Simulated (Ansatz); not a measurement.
`O/C=[N]/[ZnH]`, 7 atoms. The species carries charge 0 and has multiplicity 1. For Zn the d shell is correlated and the shells below it are frozen. Scalar relativity is left out up to krypton. All runs use 2 threads of an Intel Xeon 6975P-C on a shared host. Correlated methods freeze the cores.

Q: How many basis functions does each run have, and how long does it take in Ansatz? RKS PBE0-D4/def2-TZVP frequencies; RKS PBE-D4/def2-TZVPP energy and forces; direct RPA on PBE orbitals with 3s3p of Cu, Zn/def2-TZVPP energy; RHF-CCSD(T) with 3s3p of Cu, Zn/def2-SVP energy; RKS LC-ωPBE/def2-TZVPP energy; RKS ωB97M-V/def2-SVP energy; RKS ωB97M-V/def2-TZVPP energy and forces; RKS PBE0-D4/def2-QZVPP energy; RKS PBE0-D4/def2-TZVPP energy; RKS PBE0-D4/def2-SVP energy; RKS PBE0-D4/def2-TZVP relaxation (11 steps); RKS ωB97M-V/def2-QZVPP energy. (Best estimate.)

A: Computed: Other jobs shared the machine, so times are rough.

```csv
level,job,functions,wall time,peak host memory (GiB)
RKS PBE0-D4/def2-SVP,energy,88,0.85 s,0.19
RKS LC-ωPBE/def2-TZVPP,energy,199,1.8 s,0.31
RKS PBE-D4/def2-TZVPP,energy and forces,199,1.8 s,0.25
RKS PBE0-D4/def2-TZVPP,energy,199,2 s,0.45
"RHF-CCSD(T) with 3s3p of Cu, Zn/def2-SVP",energy,88,2.7 s,0.32
RKS ωB97M-V/def2-SVP,energy,88,3.1 s,0.27
"direct RPA on PBE orbitals with 3s3p of Cu, Zn/def2-TZVPP",energy,199,3.2 s,0.41
RKS PBE0-D4/def2-QZVPP,energy,361,5.5 s,1
RKS ωB97M-V/def2-TZVPP,energy and forces,199,7 s,0.6
RKS ωB97M-V/def2-QZVPP,energy,361,11 s,1.2
RKS PBE0-D4/def2-TZVP,relaxation (11 steps),159,27 s,0.42
RKS PBE0-D4/def2-TZVP,frequencies,159,69 s,0.42
```

LC-ωPBE has ω = 0.4 bohr⁻¹.
